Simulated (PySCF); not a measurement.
Species: CH₉F₃O₃Si₄.
Cartesian coordinates in Å at the PBE0-D3(BJ)/def2-SVP level; atoms count from 1:
```xyz
20
CH9F3O3Si4 angstrom
F      3.3343   -1.5624   -2.1474
C      2.7560   -1.4847   -0.9359
F      2.0269   -2.5972   -0.7718
F      3.7348   -1.5135   -0.0227
Si     1.6941    0.1186   -0.8171
O      1.0117    0.1579    0.6813
Si    -0.3662    0.3631    1.5728
O     -0.9978    1.8402    1.2292
Si    -1.5413    2.7916   -0.0206
O     -1.4384   -0.8135    1.1778
Si    -1.9725   -1.8094   -0.0440
H      0.6633    0.0340   -1.8893
H      2.6090    1.2705   -1.0216
H     -0.0359    0.2909    3.0025
H     -2.8225    2.2522   -0.5631
H     -0.5211    2.8023   -1.1158
H     -1.7426    4.1745    0.4895
H     -0.8079   -2.4826   -0.6904
H     -2.8923   -2.8220    0.5414
H     -2.6978   -1.0004   -1.0695
```

Method: PBE0-D3(BJ)/def2-SVP geometry optimisation, gas phase in PySCF 2.14.0.

Take the most abundant isotopes and a rigid rotor. The values belong to one conformer with, in the numbering `[F:1][C:2]([F:3])([F:4])[SiH2:5][O:6][SiH:7]([O:8][SiH3:9])[O:10][SiH3:11]`, C2–Si5–O6–Si7 -131°, Si5–O6–Si7–O8 -58°, O6–Si7–O8–Si9 56°, O6–Si7–O10–Si11 -31°.

What are A, B and C (MHz)?

Ia = 587.32, Ib = 1450.36, Ic = 1712.02 u·Å²; 505379 MHz·u·Å²/I gives A = 860.5, B = 348.5, C = 295.2 MHz.

Classify the top.

An asymmetric top: κ = (2 × 348.5 − 860.5 − 295.2)/(860.5 − 295.2) = -0.81.

Is it planar, by Δ = Ic − Ia − Ib?

Not planar: Δ = Ic − Ia − Ib = -325.66 u·Å². For a rigid frame Δ = −2 Σ m c², so Σ m c² = 162.83 u·Å² lies off the ab plane: 20.96 from hydrogen and 141.87 from heavier atoms. The atom farthest from that plane is 2.65 Å away.

Where do the levels up to J = 3 lie, in MHz?

Above 0(0,0):
J = 1: 1(0,1) 644, 1(1,1) 1156, 1(1,0) 1209
J = 2: 2(0,2) 1927, 2(1,2) 2390, 2(1,1) 2549, 2(2,1) 4086, 2(2,0) 4090
J = 3: 3(0,3) 3842, 3(1,3) 4238, 3(1,2) 4558, 3(2,2) 6017, 3(2,1) 6036, 3(3,1) 8712, 3(3,0) 8712
Those of J = 1 are B + C, A + C and A + B.

Predict some low-J microwave lines.

The dipole components are |μa| = 1.77 D, |μb| = 0.54 D, |μc| = 1.25 D. The squared components, which scale the intensities, stand as 1.00 : 0.09 : 0.50 (a : b : c). Some lines, for components of 0.1 D or more:

```json
{"type": "a", "branch": "R", "J(Ka,Kc)": "1(0,1) ← 0(0,0)", "MHz": "644", "lower level (cm⁻¹)": "0.000"}
{"type": "a", "branch": "R", "J(Ka,Kc)": "2(1,1) ← 1(1,0)", "MHz": "1341", "lower level (cm⁻¹)": "0.040"}
{"type": "b", "branch": "Q", "J(Ka,Kc)": "2(2,0) ← 2(1,1)", "MHz": "1540", "lower level (cm⁻¹)": "0.085"}
{"type": "b", "branch": "Q", "J(Ka,Kc)": "2(2,1) ← 2(1,2)", "MHz": "1696", "lower level (cm⁻¹)": "0.080"}
{"type": "c", "branch": "R", "J(Ka,Kc)": "2(1,1) ← 1(0,1)", "MHz": "1906", "lower level (cm⁻¹)": "0.021"}
{"type": "a", "branch": "R", "J(Ka,Kc)": "3(1,2) ← 2(1,1)", "MHz": "2008", "lower level (cm⁻¹)": "0.085"}
{"type": "c", "branch": "R", "J(Ka,Kc)": "3(1,2) ← 2(0,2)", "MHz": "2631", "lower level (cm⁻¹)": "0.064"}
{"type": "c", "branch": "R", "J(Ka,Kc)": "2(2,0) ← 1(1,0)", "MHz": "2881", "lower level (cm⁻¹)": "0.040"}
{"type": "b", "branch": "R", "J(Ka,Kc)": "3(2,2) ← 2(1,1)", "MHz": "3467", "lower level (cm⁻¹)": "0.085"}
{"type": "b", "branch": "R", "J(Ka,Kc)": "3(3,1) ← 2(2,0)", "MHz": "4623", "lower level (cm⁻¹)": "0.136"}
{"type": "c", "branch": "R", "J(Ka,Kc)": "3(3,1) ← 2(2,1)", "MHz": "4627", "lower level (cm⁻¹)": "0.136"}
```

Estimate the classical rotational partition function at 10 K, 100 K and 298.15 K.

Point group C1, symmetry number σ = 1; q = (√π/σ)·√((kT/h)³/(ABC)), k/h = 20836.6 MHz/K: 17900 at 10 K, 567000 at 100 K, 2920000 at 298.15 K.

No PBE0-D3(BJ)/def2-SVP frequencies stand behind this structure, so it isn't proved a minimum. No vibrational averaging or centrifugal distortion is included, and the geometry carries the error of its method. A rigid rotor knows nothing of internal rotation, which can split or shift real lines.
